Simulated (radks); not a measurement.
Results of a calculation; reference values are marked as such.
Q: Species: Gd15+. Configuration: [Kr] 4d10 4f3. Level of theory: Dirac Kohn-Sham, relativistic LDA (MacDonald-Vosko exchange, VWN5 correlation), spin-unpolarised, spherical densities, finite nucleus; open shells fill j = l - 1/2 first; Fermi nuclear charge, rms radius 5.1569 fm (a radial shooting solver on a logarithmic mesh with Libxc functionals). Some entries of the table are withheld. Estimate them.

| orbital | occ. | eigenvalue (hartree) | <1/r> (bohr^-1) |
|---|---|---|---|
| 1s1/2 | 2 | -1838.776 | 71.34 |
| 2s1/2 | 2 | -313.4971 | 17.03 |
| 2p1/2 | 2 | -298.6198 | 17.02 |
| 2p3/2 | 4 | -273.3323 | 15.05 |
| 3s1/2 | 2 | -78.49636 | 6.213 |
| 3p1/2 | 2 | -71.98305 | (1) |
| 3p3/2 | 4 | -66.78602 | (2) |
| 3d3/2 | 4 | -55.43491 | 5.517 |
| 3d5/2 | 6 | -54.29685 | 5.392 |
| 4s1/2 | 2 | (3) | 2.653 |
| 4p1/2 | 2 | (4) | 2.558 |
| 4p3/2 | 4 | (5) | 2.392 |
| 4d3/2 | 4 | -16.43661 | 2.211 |
| 4d5/2 | 6 | -16.20213 | 2.172 |
| 4f5/2 | 3 | -10.96956 | (6) |
| 4f7/2 | 0 | -10.92665 | (7) |

A: 
(1) 3p1/2 <1/r> (bohr^-1): 6.133
(2) 3p3/2 <1/r> (bohr^-1): 5.635
(3) 4s1/2 eigenvalue (hartree): -24.53770
(4) 4p1/2 eigenvalue (hartree): -21.96410
(5) 4p3/2 eigenvalue (hartree): -20.73655
(6) 4f5/2 <1/r> (bohr^-1): 1.860
(7) 4f7/2 <1/r> (bohr^-1): 1.848
